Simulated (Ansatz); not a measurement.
Two structures of Hf$_{2}$NH$_{3}$Cl$_{6}$O, closed shell, reached by relaxing down either side of one saddle point (PBE0-D4/def2-TZVP). Energies are electronic, without zero-point energy. Computed with Ansatz 0.2.0 (basis: def2-TZVPP and def2-QZVPP); correlated methods freeze the cores. Core potentials replace the inner electrons of the atoms past krypton. Extrapolation: Hartree–Fock as exp(−7.88 √X), correlation as X^−2.97. First:

```
atom    x (Å)    y (Å)    z (Å)
 Hf1   0.6745   1.3188  -1.0096
  O2   1.1740  -0.1637   0.4139
 Cl3   0.3699   0.7712  -3.2593
 Cl4  -0.2717   3.3512  -0.3540
 Cl5   2.9944   1.8143  -0.9337
 Hf6  -0.4397  -1.3543   1.0877
  N7  -1.1635   0.1716  -0.3998
 Cl8  -1.9135  -0.5828   2.7272
 Cl9  -1.2460  -3.1239  -0.2055
Cl10   1.2252  -2.4237   2.3980
 H11   2.0750  -0.2921   0.7292
 H12  -1.6110  -0.2693  -1.1994
 H13  -1.8677   0.7830   0.0052
```

Second:

```xyz
13
angstrom
Hf 1.3144 0.8012 -0.9176
O 0.9129 -0.4874 0.7110
Cl 1.0908 3.1162 -0.7055
Cl -2.4945 0.6259 2.1876
Cl 1.2989 0.0078 -3.1142
Hf -1.1325 -0.8990 1.0588
N -0.9033 0.4845 -0.7017
Cl -2.2772 -2.4793 -0.2244
Cl -0.3025 -2.2261 2.8426
Cl 3.5804 0.4698 -0.2949
H 1.6132 -0.8622 1.2557
H -1.3076 0.0858 -1.5451
H -1.3931 1.3629 -0.5524
```

(1) Which bonds change from the first to the second?

(2) Give the saddle point's structure and its height above each. (An estimate is asked for; the value comes from the calculation.)

The search had been set up for a ligand redistribution between two centres (forming Hf1–N7, O2–Hf6, breaking Hf1–O2, Hf6–N7); from that guess it ended on this step instead.

T1 diagnostic: at most 0.016.

## Answers

(1) Hf₂NH₃Cl₆O ([Cl][Hf]1([Cl])([Cl])[NH2][Hf]([Cl])([Cl])([Cl])[OH]1) → Hf₂NH₃Cl₆O ([Cl][Hf]1([Cl])([Cl])[NH2][Hf]([Cl])([Cl])([Cl])[OH]1); bonds formed: Hf1–Cl10, Cl4–Hf6; bonds broken: Hf1–Cl4, Hf6–Cl10.

(2) The calculation gives: 170.7 kJ/mol above the first and 170.7 kJ/mol above the second (CCSD(T) at an estimated basis limit (MP2 extrapolated from triple and quadruple zeta, plus CCSD(T) − MP2 in triple zeta)).
```csv
atom,x (Å),y (Å),z (Å)
Hf1,0.8992,1.0877,-0.5949
O2,0.7764,-1.0771,-0.4918
Cl3,0.2845,2.9783,-1.8483
Cl4,-0.7150,1.8285,1.3556
Cl5,3.0359,0.8185,-1.5497
Hf6,-0.6078,-0.7996,1.1559
N7,-1.1185,0.1390,-0.8131
Cl8,-2.8611,-0.9602,1.8034
Cl9,0.0433,-2.9278,1.9288
Cl10,1.7658,0.2325,1.7699
H11,1.5938,-1.5507,-0.2987
H12,-1.1751,-0.5253,-1.5779
H13,-1.9216,0.7563,-0.8390
```

Labels in which every atom is bracketed show which atoms are joined, not bond orders.

For scale, one of the runs: CCSD(T)/def2-TZVPP, 468 basis functions, launched by `ansatz run in.yaml --threads 11 --pin off --events-out ev --progress --plain --max-ram 174080MiB --backend cuda --devices 0, --max-vram 75GiB`. The run took 36 s on 11 CPU threads of an AMD EPYC 7R13 and one NVIDIA H100 (shared host), with 1.2 GiB of host memory at its peak.
